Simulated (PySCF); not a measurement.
# Trimethylamine-Alane: full NMR table

```yaml
Formula: C3H12AlN
SMILES: C[N+](C)(C)[AlH3-]
InChI: InChI=1S/C3H9N.Al.3H/c1-4(2)3;;;;/h1-3H3;;;;
Point_group_of_the_computed_structure: C3v
Carbon_signals: 1
Proton_signals: 2
```

Atom-mapped SMILES (the numbers label the heavy atoms): `[CH3:1][N+:2]([CH3:3])([CH3:4])[AlH3-:5]`; H(Xn) means a hydrogen on atom n.

PySCF 2.14 calculation with PBE0-D3(BJ)/def2-TZVP geometry and B97-2/pcSseg-2 with gauge-including orbitals; in vacuum, averaged over atoms made equivalent by symmetry, fast rotation or ring inversion, one computed conformer, relativity neglected.

Chemical shifts δ = σref − σ; 1H, 13C vs TMS; 15N vs NH3; 27Al vs AlH4-, all at this level.

| carbon | δC, type | δH (multiplicity) | HMBC from (2–3 bonds) | span of the C tensor (ppm) |
| --- | --- | --- | --- | --- |
| C1/C3/C4 | 49.8, CH3 | 2.52 (s) | H(Al5), H(C1)/H(C3)/H(C4) | 71 |

Other nuclei:
```json
{"atoms": "H(Al5)", "nucleus": "1H", "environment": "hydrogen on an aluminium bonded to N", "δ (ppm)": "4.06", "σ (ppm)": "27.58"}
{"atoms": "N2", "nucleus": "15N", "environment": "donor nitrogen of a Lewis adduct", "δ (ppm)": "41.7", "σ (ppm)": "220.1"}
{"atoms": "Al5", "nucleus": "27Al", "environment": "aluminium bonded to N, 3 H", "δ (ppm)": "74.6", "σ (ppm)": "417.8"}
```

1. δC 49.8: methyl carbon bonded to N; deshielded by the electronegative neighbour.
2. δH 4.06: hydrogen on an aluminium bonded to N.
3. δH 2.52: hydrogen on a methyl carbon bonded to N; its carbon carries N, which withdraws density.

Hydrides on Al or Ga are broadened by the quadrupolar metal nucleus. Shifts are as computed. Against solution values, carbons near 30 ppm lie about +3 ppm off and those near 130 ppm about +7 ppm. Of 1211 compounds with measured shifts, 218 miss one by over three times the rms of a fit or turn the order of signals round; such compounds aren't used in these exercises. Experimental scales use liquid or dissolved standards, which lie at an offset from isolated NH3 (liquid NH3: subtract about 20 ppm). Multiplicities follow the n + 1 count of equivalent neighbours, as no J values were calculated; m marks all less simple cases, F and P coupling included.
